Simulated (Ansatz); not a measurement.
CH$_{3}$F$_{2}$InSi. The species carries charge 0 and has multiplicity 1. Correlated methods include outer-core shells of In, which these sets cover unevenly. In takes the def2 core potential. The bonds changed during the relaxation, so this is another structure than the one it started from.

Z-matrix (Å, degrees):
```
C
F 1 1.399
Si 1 1.892 2 110.4
F 1 1.399 2 104.9 3 118.9
In 1 2.335 2 101.9 3 -135.2
H 3 1.489 1 115.1 2 57.8
H 3 1.488 1 106.8 2 -64.3
H 3 1.488 1 106.8 2 179.8
```

**Question.** Give the diagnostics of a CCSD(T)/def2-TZVPP run (frozen core, Ansatz). (Estimate.)

**Answer.** Computed: T1 = 0.0156, largest single amplitude 0.030, largest double 0.039, (T) share of the correlation energy 3.3 %, 12 CCSD cycles. The RHF solution is stable towards an unrestricted one. T1 lies under the customary mark of 0.02 for closed shells.
